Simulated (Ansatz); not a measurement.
H$_{4}$Al, charge -1, singlet, geometry from GFN2-xTB (such geometries of metal compounds can be far from the true shape) (a gas-phase anion, which may not be bound at this level), atoms displaced at random by about 0.08 Å a coordinate; HF/def2-SVP, gradient (Ansatz, a quantum-chemistry and plane-wave program).

Ansatz was given this input:
Ansatz 0.2 input:
```yaml
crystal:
  periodic: [false, false, false]
  atoms:
    - {symbol: Al, position_ang: [-0.02170833, 0.02941534, -0.11160449]}
    - {symbol: H, position_ang: [1.28725962, -0.11404098, 1.10209506]}
    - {symbol: H, position_ang: [-1.13681390, 0.91175799, 0.64575736]}
    - {symbol: H, position_ang: [-0.57575249, -1.53452954, -0.44986547]}
    - {symbol: H, position_ang: [0.59002805, 0.75126100, -1.47995700]}
basis:
  gaussian:
    orbitals: def2-SVP
hamiltonian:
  xc: hf
total_charge: -1
output: {forces: true}
```

Q: What does Ansatz print? Leave out banner, timings and long lists.

A: 
```
Functional definition: HF
368 factors; integrals over basis functions are off by at most 1.2e-3 eV
mean field evaluation 1: about -6643.1762 eV, gradient 1.0e1 eV
mean field evaluation 2: about -6643.1785 eV, gradient 1.0e1 eV
mean field evaluation 4: about -6643.7438 eV, gradient 3.9e-1 eV
mean field evaluation 8: about -6643.7445 eV, gradient 1.8e-5 eV
mean field -6643.74452133 eV, -244.1531078672 hartree, gradient 1.8e-5 eV, S^2 0.000000; 0 other end points of the search recorded, 0 dependent functions left out
the calculation of the forces begins
reference -6643.74452133 eV, -244.1531078672 hartree; 9, 9 occupied and 29, 29 virtual orbitals, 368 factors
Total energy: -6643.74452133 eV, -244.1531078672 hartree
Atom 0 at    -0.021708     0.029415    -0.111604 Å, force     1.158670    -0.656349     0.702549 eV/Å
Atom 1 at     1.287260    -0.114041     1.102095 Å, force    -0.687925     0.036652    -0.824105 eV/Å
Atom 2 at    -1.136814     0.911758     0.645757 Å, force    -0.366353     0.197935    -0.089277 eV/Å
Atom 3 at    -0.575752    -1.534530    -0.449865 Å, force     0.095583     0.517818     0.017922 eV/Å
Atom 4 at     0.590028     0.751261    -1.479957 Å, force    -0.199975    -0.096056     0.192912 eV/Å
Dipole moment:    -0.140025     0.060402    -0.127865 e Å
```
